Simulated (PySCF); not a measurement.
C₂H₆Si, SMILES C[Si]C (connectivity only; charge and spin as stated), charge +1, multiplicity 2.

Coordinates come from a PBE-D3(BJ)/def2-TZVP optimisation. The spin state was assumed, not searched. The isomer is the one that the SMILES or the coordinates give; other isomers of the formula were not compared.

Method: SMD-ωB97X/6-31G* (PySCF).

Solvation free energies are E(SMD) − E(gas) at the gas-phase geometry, for 1 M in both phases.

```json
[
 {"solvent": "water", "ΔG(solv) (kcal/mol)": "-58.7", "its non-electrostatic (CDS) part": "2.8"},
 {"solvent": "dimethylsulfoxide", "ΔG(solv) (kcal/mol)": "-59.9", "its non-electrostatic (CDS) part": "1.1"},
 {"solvent": "1-octanol", "ΔG(solv) (kcal/mol)": "___", "its non-electrostatic (CDS) part": "___"}
]
```

Q: Complete the blanks. (The exact figures need the calculation; the answer reports its results.)

A: 
- 1-octanol, ΔG(solv) (kcal/mol): -55.8
- 1-octanol, its non-electrostatic (CDS) part: 0.2
